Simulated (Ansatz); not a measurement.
Input file for BH3InN:

```yaml
crystal:
  periodic: [false, false, false]
  atoms:
    - {symbol: B, position_ang: [-0.646128, 0.175915, -0.116101]}
    - {symbol: N, position_ang: [0.677051, -0.141667, -0.349530]}
    - {symbol: In, position_ang: [1.437702, -0.602408, 1.600376]}
    - {symbol: H, position_ang: [-1.453209, 0.499393, -0.945388]}
    - {symbol: H, position_ang: [1.046555, -0.113592, -1.288974]}
    - {symbol: H, position_ang: [-1.019970, 0.118258, 1.053415]}
basis:
  gaussian: {orbitals: def2-TZVPP}
correlation: {method: ccsd_t}
output: {orbitals: {seedname: orbitals}}
```

```sh
$ ansatz run in.yaml --threads 2 --pin off --events-out ev --progress --plain --max-ram 4352MiB
```

Log, shortened:

```
Functional definition: HF
1101 factors; integrals over basis functions are off by at most 1.0e-3 eV
mean field evaluation 1: about -7347.5750 eV, gradient 4.3e1 eV
mean field evaluation 2: about -7347.6381 eV, gradient 4.3e1 eV
mean field evaluation 4: about -7351.8156 eV, gradient 3.2e0 eV
mean field evaluation 8: about -7351.8765 eV, gradient 2.6e-1 eV
mean field -7351.87695940 eV, -270.1764949767 hartree, gradient 3.5e-6 eV, S^2 0.000000; 0 other end points of the search recorded, 0 dependent functions left out
6 core orbitals not correlated: weight in the atoms' cores, before any rotation towards them, 1.000 or more for the frozen orbitals, at most 0.000 for the correlated occupied ones
reference -7351.87695940 eV, -270.1764949767 hartree; 12, 12 occupied and 136, 136 virtual orbitals, 1101 factors
second order -16.09902211 eV of doubles, -0.00000000 eV of singles
cycle   1  -15.84873190 eV  change    2.5e-1 eV  update   1.1e-1
cycle   2  -16.29662786 eV  change   -4.5e-1 eV  update   3.1e-2
cycle   3  -16.37629304 eV  change   -8.0e-2 eV  update   1.7e-2
cycle   4  -16.36696095 eV  change    9.3e-3 eV  update   4.9e-3
cycle   5  -16.36435312 eV  change    2.6e-3 eV  update   2.3e-3
cycle   6  -16.36505799 eV  change   -7.0e-4 eV  update   8.1e-4
cycle   7  -16.36489545 eV  change    1.6e-4 eV  update   2.8e-4
cycle   8  -16.36493672 eV  change   -4.1e-5 eV  update   1.0e-4
cycle   9  -16.36496331 eV  change   -2.7e-5 eV  update   3.9e-5
cycle  10  -16.36494135 eV  change    2.2e-5 eV  update   1.7e-5
perturbative correction -0.61355084 eV, -0.0225475776 hartree
Total energy: -7368.85545159 eV, -270.8004430564 hartree
```

It took 29 s on 2 threads of an Arm Neoverse V1 on a shared host, with 1.2 GiB of host memory at the peak.

MP2 recovers 94.8 % of the CCSD(T) correlation energy and the triples give 3.6 %; T1 = 0.0167.
